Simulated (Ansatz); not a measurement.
## Cost against result

Saddle point of Si2H8SO, singlet (SiH₄SO ([OH][SiH2][SH]) + SiH₄ → Si₂H₆O ([OH][SiH2][SiH3]) + H₂S; bonds formed: Si1–Si7, S2–H6; bonds broken: Si1–S2, H6–Si7), PBE0-D4/def2-TZVP structure:

```
atom    x (Å)    y (Å)    z (Å)
 Si1   0.3609  -0.1688  -0.9809
  S2   1.9988   0.6227   0.8884
  H3  -0.9024  -0.5527  -1.6943
  H4   1.2709  -1.3318  -1.0423
  O5   0.6166   1.2575  -1.7337
  H6   0.3360  -0.0735   0.7417
 Si7  -1.3330  -0.7101   0.8697
  H8   1.4061   1.7929   1.1874
  H9   1.4098   1.7031  -1.4172
 H10  -2.3800   0.2681   0.4886
 H11  -1.1620  -0.7399   2.3452
 H12  -1.6216  -2.0677   0.3474
```

Barriers are electronic and count from the start structure reached by relaxing down the imaginary mode.

Program: Ansatz 0.2.0. Basis: as named in each row. Cores are frozen in the correlated methods. B3LYP uses VWN-RPA correlation. Extrapolation: Hartree–Fock as exp(−7.88 √X), correlation as X^−2.97.

Times are rough, for one single point on 4 threads of a shared host (Intel Xeon Platinum 8259CL).

The estimate by CCSD(T) at an estimated basis limit (MP2 extrapolated from triple and quadruple zeta, plus CCSD(T) − MP2 in triple zeta) is 255.8 kJ/mol.

| method | basis | time (s) | barrier (kJ/mol) | method less estimate |
| --- | --- | --- | --- | --- |
| HF | STO-3G | under 1 | 566.3 | 310.4 |
| PBE-D4 | STO-3G | under 1 | 322.9 | 67.0 |
| SPW92 | def2-SVP | under 1 | 176.0 | -79.8 |
| PBE-D4 | def2-SVP | 1 | 204.0 | -51.8 |
| B3LYP-D4 | 6-31G | 2 | 258.5 | 2.7 |
| PBE0-D4 | def2-SVP | 2 | 232.8 | -23.0 |
| SPW92 | def2-TZVPP | 2 | 171.9 | -84.0 |
| BLYP-D4 | def2-TZVPP | 4 | 226.0 | -29.8 |
| PBE-D4 | def2-TZVPP | 4 | 199.0 | -56.9 |
| CCSD(T) | def2-SVP | 6 | 288.3 | 32.4 |
| B3LYP-D4 | def2-TZVPP | 6 | 246.0 | -9.8 |
| BHLYP-D4 | def2-TZVPP | 6 | 277.1 | 21.2 |
| r2SCAN-D4 | def2-TZVPP | 6 | 221.8 | -34.0 |
| PBE0-D4 | def2-TZVPP | 6 | 225.5 | -30.3 |
| CAM-B3LYP-D4 | def2-TZVPP | 6 | 263.8 | 7.9 |
| r2SCAN0-D4 | def2-TZVPP | 6 | 239.9 | -15.9 |
| wB97M-V | def2-SVP | 8 | 263.6 | 7.8 |
| RPA on PBE | def2-TZVPP | 8 | 260.7 | 4.9 |
| B2PLYP | def2-TZVPP | 10 | 258.6 | 2.8 |
| PBE-QIDH | def2-TZVPP | 10 | 250.0 | -5.9 |
| B97M-V | def2-TZVPP | 12 | 236.8 | -19.0 |
| wB97X-V | def2-TZVPP | 12 | 263.8 | 8.0 |
| wB97M-V | def2-TZVPP | 12 | 257.8 | 2.0 |
| MP2 | def2-QZVPP | 39 | 255.4 | -0.5 |
| CCSD(T) | def2-TZVPP | 140 | 261.3 | 5.4 |

All methods are single points on the PBE0-D4 structures.

The T1 diagnostic stays at or below 0.015.

Labels in which every atom is bracketed show which atoms are joined, not bond orders.
